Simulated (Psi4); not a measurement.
HfI$_{4}$ (SMILES [I][Hf]([I])([I])[I]), singlet, at a GFN2-xTB geometry (such geometries of metal compounds can be far from the true shape) (core potentials on Hf, I); HF/def2-SV(P) (Psi4).

Here is a job for Psi4.
```
memory 2 GB

molecule {
0 1
Hf   -0.00000000    0.00000000   -0.00000000
I     2.15787916   -0.67548443   -1.60777706
I     0.88007107    0.43252268    2.59539358
I    -1.18880847    2.31130827   -0.97069936
I    -1.84914175   -2.06834653   -0.01691715
}

set {
  basis def2-sv(p)
  scf_type direct
}

energy('scf')
print_variables()
```

**Question.** Predict the main parts of the log of this Psi4 run.

**Answer.** 
```
Traceback (most recent call last):
  File "psi4", line 375, in <module>
  File "<string>", line 26, in <module>
  File "site-packages/psi4/driver/driver.py", line 533, in energy
  File "site-packages/psi4/driver/procrouting/proc.py", line 2760, in run_scf
  File "site-packages/psi4/driver/procrouting/proc.py", line 1934, in scf_helper
  File "site-packages/psi4/driver/p4util/python_helpers.py", line 229, in _core_wavefunction_build
  File "site-packages/psi4/driver/p4util/python_helpers.py", line 169, in _pybuild_basis
  File "site-packages/psi4/driver/qcdb/libmintsbasisset.py", line 722, in pyconstruct
  File "site-packages/psi4/driver/qcdb/libmintsbasisset.py", line 993, in construct
  File "site-packages/psi4/driver/qcdb/libmintsbasisset.py", line 136, in __init__
  File "site-packages/psi4/driver/qcdb/libmintsbasisset.py", line 423, in constructor_basisset_center
  File "site-packages/psi4/driver/qcdb/molecule.py", line 1239, in from_arrays
  File "site-packages/psi4/driver/qcdb/molecule.py", line 1738, in from_dict
  File "site-packages/psi4/driver/qcdb/molecule.py", line 1815, in _internal_from_dict
  File "site-packages/psi4/driver/qcdb/libmintsmolecule.py", line 1570, in update_geometry
  File "site-packages/psi4/driver/qcdb/libmintsmolecule.py", line 2423, in find_point_group
  File "site-packages/psi4/driver/qcdb/libmintsmolecule.py", line 2523, in find_highest_point_group
  File "site-packages/psi4/driver/qcdb/libmintspointgrp.py", line 1530, in __init__
  File "site-packages/psi4/driver/qcdb/libmintspointgrp.py", line 1573, in constructor_bits
  File "site-packages/psi4/driver/qcdb/libmintspointgrp.py", line 1755, in bits_to_basic_name

psi4.driver.qcdb.exceptions.ValidationError: Unrecognized point group bits: 119

Printing out the relevant lines from the Psithon --> Python processed input file:
    I    -1.84914175   -2.06834653   -0.01691715
    """)
    core.IO.set_default_namespace("")
    core.set_global_option("BASIS", "def2-sv(p)")
    core.set_global_option("SCF_TYPE", "direct")
--> energy('scf')
    print_variables()

!-------------------------------------!
!                                     !
!  Unrecognized point group bits: 119 !
!                                     !
!-------------------------------------!

QcdbException: Unrecognized point group bits: 119
```

The program refused the input.
